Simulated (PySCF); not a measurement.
**A small calculation by hand: oscillator strength and radiative lifetime**

Si(OH)(SH) (H₂OSSi), SMILES O[Si]S (connectivity only; charge and spin as stated), neutral, multiplicity 1.

The structure is a stationary point at B3LYP-D3(BJ)/def2-TZVP. Other conformers were not sampled.

PySCF with TDA-M06-2X/def2-SVPD puts the first singlet state with f over 0.02 at 4.33 eV (vertical), with the transition dipole (0.000, 0.000, 0.679) in atomic units.

Find the oscillator strength, the wavelength and the radiative lifetime that this transition would have in vacuum if emission retraced absorption.


|μ|² = 0.4610 au, so |μ| = 1.73 D. ΔE = 4.33/27.211 = 0.1591 hartree. f = (2/3) ΔE |μ|² = 0.049 (the program prints 0.049).
λ = 1239.84/4.33 = 286 nm; ν = 34924 cm⁻¹.
Einstein's coefficient A = 0.6670 ν² f s⁻¹ (ν in cm⁻¹) = 4.0e7 s⁻¹, so τ = 1/A = 25 ns. This state is S1. The figure is the radiative limit of this one transition; relaxation, internal conversion, crossing to triplets and a medium change what is measured.
